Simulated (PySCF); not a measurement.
Deuteron quadrupole couplings in `C=C[C@@H]([SiH3])c1cccs1`

C7H10SSi.
SMILES with atom numbers: `[CH2:1]=[CH:2][C@@H:3]([SiH3:4])[c:5]1[cH:6][cH:7][cH:8][s:9]1` (hydrogens: H10, H11 on C1; H12 on C2; H13 on C3; H14, H15, H16 on Si4; H17 on C6; H18 on C7; H19 on C8)

Structure used (GFN2-xTB), in Å, numbered top down from 1:
```xyz
19
C7H10SSi angstrom
C     -2.694   -1.356    0.533
C     -1.659   -0.575    0.786
C     -0.716   -0.064   -0.250
Si    -1.195    1.754   -0.683
C      0.700   -0.114    0.188
C      1.773   -0.591   -0.499
C      2.995   -0.457    0.201
C      2.839    0.128    1.413
S      1.194    0.527    1.726
H     -3.360   -1.690    1.310
H     -2.916   -1.697   -0.465
H     -1.454   -0.246    1.796
H     -0.813   -0.666   -1.159
H     -2.572    1.739   -1.174
H     -1.080    2.570    0.523
H     -0.269    2.221   -1.715
H      1.696   -1.034   -1.477
H      3.942   -0.789   -0.185
H      3.580    0.349    2.154
```

Level: PBE0/pcSseg-1 (PySCF, non-relativistic); Q(2H) = 0.00286 b; rigid geometry, the same for H and D, with no vibrational averaging.

Question: Rank these positions by the coupling χzz of a deuteron there, largest first.
A. H19 (aromatic hydrogen)
B. H10 (vinylic hydrogen)
C. H14 (Si–H hydrogen)
D. H12 (vinylic hydrogen)
E. H13 (methine hydrogen)

Answer: A (234 kHz), B (228 kHz), D (215 kHz), E (202 kHz), C (110 kHz).

Q: Tabulate Vzz, the asymmetry η and χzz = 234.96 MHz × Q × Vzz for every hydrogen position.

A: 
| atom | bonded to | bond length (Å) | Vzz (au) | η | χzz (kHz) |
| --- | --- | --- | --- | --- | --- |
| H10 | C1 | 1.076 | 0.3390 | 0.05 | 228 |
| H11 | C1 | 1.078 | 0.3352 | 0.06 | 225 |
| H12 | C2 | 1.082 | 0.3206 | 0.08 | 215 |
| H13 | C3 | 1.094 | 0.3005 | 0.06 | 202 |
| H14 | Si4 | 1.462 | 0.1638 | 0.01 | 110 |
| H15 | Si4 | 1.461 | 0.1641 | 0.03 | 110 |
| H16 | Si4 | 1.463 | 0.1629 | 0.01 | 109 |
| H17 | C6 | 1.076 | 0.3388 | 0.08 | 228 |
| H18 | C7 | 1.076 | 0.3394 | 0.06 | 228 |
| H19 | C8 | 1.072 | 0.3476 | 0.10 | 234 |

Q: Average by the element that carries the hydrogen.

A: on C: 223 kHz over 7 positions, mean bond length 1.079 Å; on Si: 110 kHz over 3 positions, mean bond length 1.462 Å.

Q: How does χzz go with the bond length over the 7 C–H bonds?

A: A straight-line fit has a slope of -14.3 kHz for each 0.01 Å, with a correlation coefficient of -0.99, over lengths from 1.072 to 1.094 Å. The longer bonds have the smaller couplings here.

Q: A static deuteron (I = 1) shows a doublet split by (3/2)χ, (3/4)χ(1 + η) and (3/4)χ(1 − η) with the field along z, y and x of the gradient. What are these for H19?

A: With |χ| = 233.6 kHz and η = 0.096: 350, 192 and 158 kHz, to first order and without motion.

One conformer (not necessarily the lowest) at the GFN2-xTB geometry, without solvent, vibrations or thermal averaging. GFN2-xTB bond lengths can be off by several hundredths of an ångström, more for odd bonds, and the gradients follow them. These gradients aren't converged with respect to the basis.

These values come from a run that also computed NMR shieldings. Hardware: one thread, Arm Neoverse N1 (aarch64) (shared host). Cost: 82 s, 1.0 GiB resident at most.
